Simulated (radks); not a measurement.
The numbers below are computed, except where a source is named.
The magnesium ion Mg+, configuration [Ne] 3s1. Level of theory: non-relativistic Kohn-Sham, exchange-only LDA, spin-polarised, spherical densities, point nucleus; open shells are filled with parallel spins first (a radial shooting solver on a logarithmic mesh with Libxc functionals).

Normalised radial functions P(r) = r R(r), r in bohr:

| r | 3s down | 3p up |
|---|---|---|
| 0.01665 | 0.0727 | 0.0030 |
| 0.0215 | 0.0883 | 0.0049 |
| 0.02756 | 0.1047 | 0.0077 |
| 0.0356 | 0.1218 | 0.0122 |
| 0.04562 | 0.1363 | 0.0190 |
| 0.05892 | 0.1459 | 0.0293 |
| 0.07551 | 0.1455 | 0.0439 |
| 0.09754 | 0.1291 | 0.0648 |
| 0.125 | 0.0923 | 0.0915 |
| 0.1615 | 0.0291 | 0.1257 |
| 0.2069 | -0.0547 | 0.1627 |
| 0.2673 | -0.1534 | 0.1994 |
| 0.3425 | -0.2391 | 0.2244 |
| 0.4424 | -0.2862 | 0.2270 |
| 0.5669 | -0.2622 | 0.1957 |
| 0.7323 | -0.1490 | 0.1205 |
| 0.9385 | 0.0383 | 0.0058 |
| 1.212 | 0.2740 | -0.1473 |
| 1.553 | 0.4837 | -0.3109 |
| 2.007 | 0.6142 | -0.4652 |
| 2.572 | 0.6201 | -0.5592 |
| 3.322 | 0.5130 | -0.5565 |
| 4.257 | 0.3509 | -0.4494 |
| 5.499 | 0.1882 | -0.2799 |
| 7.046 | 0.0782 | -0.1325 |
| 9.102 | 0.0221 | -0.0428 |
| 11.66 | 0.0041 | -0.0094 |

3s down (empty): eigenvalue -8.268 eV, 2 radial nodes at r = 0.177, 0.897 bohr, <r> = 2.86 bohr, 90 % of the charge inside 4.43 bohr. 3p up (empty): eigenvalue -7.050 eV, 1 radial node at r = 0.949 bohr, <r> = 3.46 bohr, 90 % of the charge inside 5.27 bohr.
